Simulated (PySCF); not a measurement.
**From computed data to an observable: chemical shift, span and skew from a shielding tensor**

C3H7Si, SMILES C1C[SiH]C1 (connectivity only; charge and spin as stated), charge +1, multiplicity 1. Atoms are numbered in the order given.

```xyz
11

C     -1.3061     0.0054     0.0000
C     -0.3286    -0.0034     1.2341
Si     1.0472     0.0009     0.0000
C     -0.3286    -0.0034    -1.2341
H     -1.9454     0.9085     0.0000
H     -1.9644    -0.8840     0.0000
H     -0.3817    -0.8978     1.8959
H     -0.3806     0.8780     1.9128
H      2.5534     0.0116     0.0000
H     -0.3806     0.8780    -1.9128
H     -0.3817    -0.8978    -1.8959
```
Charge +1, spin multiplicity 1.

Geometry optimised at PBE-D3(BJ)/def2-SVP. The spin state was assumed, not searched. The isomer is the one that the SMILES or the coordinates give; other isomers of the formula were not compared.

GIAO shieldings from KT2/pcSseg-1 (PySCF), non-relativistic, no solvent. The symmetric part of the tensor of C1 has the principal values 126.9, 160.2, 162.0 ppm. The same nucleus in TMS has σ = 185.1 ppm at this level (PySCF, at its B3LYP-D3(BJ)/def2-TZVP geometry).

Q: Work out the isotropic shielding, the ¹³C shift against TMS, the span and the skew.

A: 
σ(iso) = (σ11 + σ22 + σ33)/3 = 149.7 ppm. δ = σ(ref) − σ(iso) = 185.1 − (149.7) = 35.4 ppm.
Span Ω = σ33 − σ11 = 35.1 ppm. Skew κ = 3(σ(iso) − σ22)/Ω = -0.90. Tumbling in solution averages the tensor to δ; in a static solid the shielding alone would spread this spin-1/2 line over Ω.
